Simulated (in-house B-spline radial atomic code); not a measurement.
## Ionising Zr⁷⁺ with different functionals

Computed with a radial B-spline atomic code at the basis-set limit: scalar-relativistic (spin-free X2C) Hamiltonian, Fermi nucleus of rms radius 4.2694 fm, spin-polarised at highest spin, spherical fractional occupations for the functionals, and exact exchange of hybrids averaged over the configuration. The ionisation energy is the difference of two self-consistent energies, [Ar] 3d10 4s2 4p3 → [Ar] 3d10 4s2 4p2, without Breit or QED terms; ε is the level of the shell that loses the electron (its least bound occupied spin orbital). There is no spin-orbit coupling in this Hamiltonian.

| method | rung | ΔSCF (eV) | -ε(4p) (eV) |
| --- | --- | --- | --- |
| PBE0 | global hybrid | 135.10 | 128.55 |
| B3LYP | global hybrid | 135.00 | 127.91 |
| TPSSh | global hybrid | 135.22 | 127.32 |
| BHandHLYP | global hybrid | 134.99 | 130.69 |
| r2SCAN0 | global hybrid | ? | ? |
| B97-1 | global hybrid | 134.98 | 128.05 |
| HSE06 | range-separated hybrid | 135.02 | 128.06 |
| wB97X | range-separated hybrid | 134.79 | 130.95 |
| CAM-B3LYP | range-separated hybrid | ? | ? |
| LC-wPBE | range-separated hybrid | 135.01 | 131.38 |

(1) What does r2SCAN0 give?

(2) What does CAM-B3LYP give?

(3) Among the functionals, which spreads more, the ΔSCF values or the orbital energies?

(4) How do they compare with the NIST value?

Results:

(1) ΔSCF 135.66 eV, and -ε(4p) = 129.19 eV.

(2) ΔSCF 134.95 eV, and -ε(4p) = 129.86 eV.

(3) The orbital energies: ΔSCF values span about 0.87 eV and the orbital energies 4.06 eV; here energy differences depend much less on the functional than eigenvalues do.

(4) NIST lists 133.7 eV ± 0.5 (semi-empirical, ground level to ground level). Errors run from +1.09 to +1.96 eV. The correlated functionals all miss on the same side by more than they spread, so the cause is common to them (spin-orbit coupling, Breit-QED terms, multiplet and fine-structure energies, or a listed next ion that isn't the cheapest removal here) and closeness doesn't rank the functionals.
